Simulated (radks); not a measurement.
Initial-state core-level shifts of neutral hafnium when its valence configuration changes from [Xe] 4f14 5d2 6s2. Calculated with a radial shooting solver on a logarithmic mesh with Libxc functionals: scalar-relativistic Kohn-Sham, PBE, spin-unpolarised, spherical densities, finite nucleus; Fermi nuclear charge, rms radius 5.347 fm. Shifts are changes of the shell-averaged eigenvalues in eV (positive: less bound); the change of the density at the nucleus, which sets a Mossbauer isomer shift, is in e/bohr^3, on a base of 1.282e+06.

\begin{tabular}{lrrrrr}
valence & 2s & 3d & 4s & 5p & density at nucleus \\ \hline
4f13.5 5d2 6s2 6p0.5 & -6.097 & -6.556 & -6.319 & -3.208 & +44.6 \\
4f14 5d1 6s2 6p1 & -3.440 & -3.412 & -3.413 & -3.273 & +21.7 \\
4f13.5 5d2.5 6s2 & -4.349 & -4.819 & -4.582 & -1.547 & +33.5 \\
4f13.5 5d3.5 6s1 & -2.781 & -3.265 & -3.030 & -0.096 & -32.7 \\
4f14 5d2 6s1 6p1 & -1.464 & -1.464 & -1.468 & -1.467 & -52.8 \\
4f12.5 5d3.5 6s2 & -13.605 & -15.135 & -14.237 & -4.538 & +104.3 \\
4f12 5d2 6s2 6p2 & -26.889 & -28.937 & -27.556 & -13.587 & +198.4 \\
4f14 6s2 6p2 & -7.318 & -7.239 & -7.234 & -6.840 & +47.3 \\
4f14 5d3 6p1 & +0.074 & +0.058 & +0.055 & -0.029 & -115.6 \\
\end{tabular}
